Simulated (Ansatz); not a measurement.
Compare A (`CC1BC[SiH2]1`) with its isomer B (`BC[SiH]1CC1`).

Gas-phase electronic energies from Ansatz, PBE0-D4/def2-TZVP geometries. CBS: MP2 limit from def2 TZ/QZ plus the TZ coupled-cluster correction, frozen cores. DFT in def2-TZVPP. B3LYP here is the variant with VWN-RPA as its local correlation; programs differ in this. Each species was taken in one conformer, which may not be the lowest.

A:

```xyz
14

C     1.9318   -0.0289    0.6165
C     0.4972   -0.3948    0.3162
B    -0.1138   -0.4114   -1.1085
C    -1.6656   -0.3704   -0.9672
Si   -1.0706    0.7194    0.4801
H     2.2584    0.8074   -0.0056
H     2.0814    0.2586    1.6605
H     2.6036   -0.8673    0.4111
H     0.1282   -1.2195    0.9434
H     0.4679    0.0275   -2.0622
H    -2.2924   -0.0210   -1.7811
H    -2.1282   -1.2145   -0.4467
H    -0.8892    2.1624    0.1867
H    -1.8086    0.5524    1.7569
```

B:

Z-matrix (Å, degrees):
```
Si
C 1 1.887
B 1 2.450 2 38.8
C 1 1.847 2 122.0 3 99.4
C 1 1.871 2 119.7 3 42.2
H 1 1.477 2 115.3 3 -103.0
H 2 1.089 1 110.2 3 -120.9
H 2 1.091 1 105.3 3 118.4
H 3 1.196 1 114.2 2 111.2
H 3 1.199 1 102.1 2 -119.0
H 4 1.085 1 118.6 2 5.3
H 4 1.085 1 118.1 2 148.0
H 5 1.083 1 120.9 2 0.8
H 5 1.085 1 117.1 2 -143.8
```

(1) Which is lower in electronic energy at CCSD(T)/CBS, and by how much? (An estimate is asked.)

(2) Give E(B) − E(A) in kJ/mol with CCSD(T)/def2-SVP, ωB97M-V, r2SCAN-D4, PBE-D4, BLYP-D4, B2PLYP, B3LYP. (Estimate.)

(3) Does the order hold for the free energy at 298.15 K (harmonic terms from PBE0-D4)? (Estimate.)

Largest T1 diagnostic: 0.012.

## Answers

(1) The calculation gave: A, by 78.2 kJ/mol.

(2) Ansatz gave: CCSD(T)/def2-SVP 88.8, ωB97M-V 75.9, r2SCAN-D4 72.3, PBE-D4 71.8, BLYP-D4 68.6, B2PLYP 74.9, B3LYP 72.8. None reverses the order clearly.

(3) The calculation gave: Yes: G(B) − G(A) = +75.1 kJ/mol, for one conformer each.

From r2SCAN to r2SCAN0 (25 % exact exchange), in def2-TZVPP and without D4, E(B) − E(A) moves by +4.3 kJ/mol. Leaving LDA and LC-ωPBE aside and taking each functional with its dispersion term where it has one, the values, not all of them listed here, spread over 11.7 kJ/mol, from BLYP-D4 to PBE-QIDH. LDA lies +6.0 kJ/mol from PBE without D4.
